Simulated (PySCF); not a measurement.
# Dipole moment and polarisability of PP3SeSeO nortricyclane

Compound: PP3SeSeO nortricyclane, OP4Se2.
Structure used (PBE0-D3(BJ)/def2-SVP), in Å, numbered top down from 1:
```xyz
7
OP4Se2 angstrom
P      0.4579    1.0461    1.2378
Se    -0.0462   -1.1026    1.8021
P     -0.6933   -1.7235   -0.2526
P      0.6084   -0.5861   -1.6827
Se     1.9771    0.6575   -0.4166
P     -1.3605    0.3058   -1.0041
O     -0.8515    1.3008    0.2475
```

Level: wB97X-D/def2-SVPD (PySCF), static field, nuclei fixed, core orbitals frozen in the response. The polarisability tensor in these axes (au):

```
x   141.54  13.38  -2.13
y    13.38 136.90  -2.49
z    -2.13  -2.49 151.57
```

Problem. Give the principal values, the mean and the anisotropy Δα = √{½[(α1 − α2)² + (α2 − α3)² + (α1 − α3)²]}.

Solution. Principal values 125.63, 148.91 and 155.48 au; mean 143.34 au = 21.24 Å³ = 23.63 × 10⁻⁴⁰ C²·m²/J; Δα = 27.16 au (19 % of the mean).

Problem. What is the dipole moment, and where does it point?

Solution. (0.16, -0.18, 0.00) D, 0.24 D in size, pointing from the negative to the positive side. Measured along this direction, the outermost atoms are O7 at the negative end and P3, P4, Se2 and Se5 at the positive end.

Problem. Refractivity n − 1 of an ideal gas of it at 500 K and 1 atm, from the electronic α?

Solution. N = p/kT = 1.4678 × 10¹⁹ cm⁻³, so n − 1 = 2π × N × 21.24 × 10⁻²⁴ cm³ = 1959 × 10⁻⁶ at long wavelengths.

Problem. How large is μ²/3kT at 400 K beside α?

Solution. In Gaussian units μ²/3kT = 0.35 Å³ against 21.24 Å³, a ratio of 0.02; the Debye molar polarisation (4π/3)N_A(α + μ²/3kT) is 54.5 cm³/mol, leaving out the vibrational part.

Problem. Directions of the eigenvectors, and the extent of the frame along each?

Solution. Largest value along (-0.58, -0.50, 0.64), where the nuclei span 3.48 Å; middle along (0.50, 0.40, 0.77), 2.93 Å; least along (-0.64, 0.77, 0.02), 2.43 Å. The response follows the extents in order.

Problem. Find the Langevin capture rate constant for H3O+ (19.018 u) meeting this molecule (299.723 u), k = 2.342 × 10⁻⁹ cm³/s × √(α in Å³ / reduced mass in u).

Solution. The reduced mass is 17.88 u, so k = 2.55 × 10⁻⁹ cm³/s.

Problem. Rayleigh depolarisation ratio (linearly polarised light, static tensor)?

Solution. ρ = 3Δα²/(45ᾱ² + 4Δα²) = 2213.6/(924562 + 2951.4) = 0.00239.

One conformer (not necessarily the lowest) at the PBE0-D3(BJ)/def2-SVP geometry, without solvent, vibrations or thermal averaging. The calculation is non-relativistic, for selenium too.

The run behind these numbers computed excited states and ΔSCF ions as well. Hardware: an Arm Neoverse N1 with one thread (shared host). Cost: 8.1 min wall (with the writing of density and orbital grids), 1.2 GiB resident at most.
